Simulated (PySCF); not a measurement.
## C6H8FSi: g tensor and hyperfine couplings

C₆H₈FSi (doublet state).
Cartesian coordinates in Å at the GFN2-xTB level; atoms count from 1:
```
atom  x, y, z in Å
C1     3.5261   -0.4716    0.1241
C2     2.1466   -0.2512   -0.2383
C3     0.9949   -0.0650   -0.5444
Si4   -0.7692    0.2092   -0.9805
C5    -1.9567   -1.1206   -0.2505
C6    -2.4366   -0.0853    0.7172
F7    -2.5718   -0.4179    2.0309
C8    -1.7455    1.1920    0.3582
H9     4.1528   -0.4442   -0.7669
H10    3.6334   -1.4437    0.6046
H11    3.8573    0.3028    0.8154
H12   -0.9659    0.5970   -2.3763
H13   -2.7371   -1.4833   -0.9219
H14   -1.5221   -1.9945    0.2379
H15   -2.4243    1.9625   -0.0112
H16   -1.1892    1.6265    1.1905
```

As a line formula: `CC#C[SiH]1C[C](F)C1` [radical].

Theory: PySCF, UKS B3LYP, pcH-1 on C F H Si, non-relativistic, mean-field spin-orbit, GIAO. Isolated species at its GFN2-xTB geometry, gas phase. GFN2-xTB frequencies show an imaginary mode (27i cm⁻¹), so this geometry is no minimum at that level. Couplings are sensitive to structure, and on GFN2-xTB geometries they can be far from those on DFT ones. Stability of the SCF solution: not tested.

```
g1, g2, g3                      : 2.00143, 2.00374, 2.00474
g_iso                           : 2.00330
Form of g                       : rhombic: the two nearest values differ by 30 % of g3 − g1
⟨S²⟩                            : 0.7535 (exact 0.7500)
α and β electrons               : 34, 33
HOMO–LUMO gap, α and β orbitals : 4.56, 6.19 eV
Total energy                    : -622.70522 Eh
```

Isotropic coupling and dipolar principal values T1 to T3, in MHz; ρ(0) is the spin density at the nucleus:

```csv
atom,isotope,a_iso,of which spin–orbit,T1,T2,T3,Mulliken spin population,ρ(0) (bohr⁻³)
C1,13C,0.1,0.0,-0.1,-0.1,0.2,0.00,0.0001
C2,13C,1.0,0.0,-0.4,0.2,0.2,0.00,0.0009
C3,13C,7.4,0.0,-0.5,-0.3,0.8,0.00,0.0066
Si4,29Si,-79.2,0.0,-4.3,0.9,3.4,0.04,0.0891
C5,13C,-10.4,0.0,-4.3,-1.9,6.2,-0.05,-0.0093
C6,13C,226.6,0.0,-80.8,-77.6,158.4,0.86,0.2015
F7,19F,168.7,0.5,-230.7,-196.6,427.3,0.06,0.0400
C8,13C,-10.4,0.0,-4.3,-1.8,6.2,-0.05,-0.0093
H9,1H,0.2,0.0,-0.3,-0.3,0.5,0.00,0.0000
H10,1H,0.0,0.0,-0.3,-0.3,0.6,0.00,0.0000
H11,1H,0.0,0.0,-0.3,-0.3,0.6,0.00,0.0000
H12,1H,19.6,0.0,-1.6,-1.3,2.9,0.01,0.0044
H13,1H,102.8,0.0,-6.4,-5.0,11.3,0.04,0.0230
H14,1H,46.0,0.0,-4.9,-2.5,7.4,0.03,0.0103
H15,1H,102.7,0.0,-6.4,-5.0,11.3,0.04,0.0230
H16,1H,46.2,0.0,-4.9,-2.5,7.4,0.03,0.0103
```

The largest Mulliken spin population is on C6 (+0.86). The angles at C6 add up to 344.9°, so it is pyramidal.

Under fast tumbling the dipolar parts average out, and these isotropic splittings remain: 1 × 19F (F7, I = 1/2, 2 lines) with 6.02 mT, 2 × 1H (H13/H15, I = 1/2, 3 lines) with 3.66 mT, 2 × 1H (H14/H16, I = 1/2, 3 lines) with 1.64 mT and 1 × 1H (H12, I = 1/2, 2 lines) with 0.70 mT.

Class means assume fast exchange of nuclei equivalent by connectivity; if that motion is slow, each nucleus keeps its own coupling.

The 13C coupling of C6 (226.6 MHz) shows only in satellite lines or after enrichment, since that isotope makes up about 1.07 % of natural carbon.

The 29Si coupling of Si4 (-79.2 MHz) shows only in satellite lines or after enrichment, since that isotope makes up about 4.7 % of natural silicon.

β density exceeds α density at some nuclei, such as C5/C8 (-0.0093), spin density in bohr⁻³. In a single determinant that takes different orbitals for the two spins, that is spin polarisation.
